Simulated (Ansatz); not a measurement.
`[SH2+][Ga-]([Cl])([Cl])[Cl]`, charge 0, multiplicity 1.

Task: Give a relaxed structure at PBE0-D4/def2-TZVP (Ansatz). (An estimate is asked.)

Result: The calculation gave: 
Z-matrix (Å, degrees):
```
Ga
Cl 1 2.144
Cl 1 2.144 2 118.7
S 1 2.519 2 98.9 3 105.2
Cl 1 2.150 2 116.9 3 -148.7
H 4 1.346 1 94.6 2 166.2
H 4 1.346 1 94.6 2 73.0
```
Point group Cs.
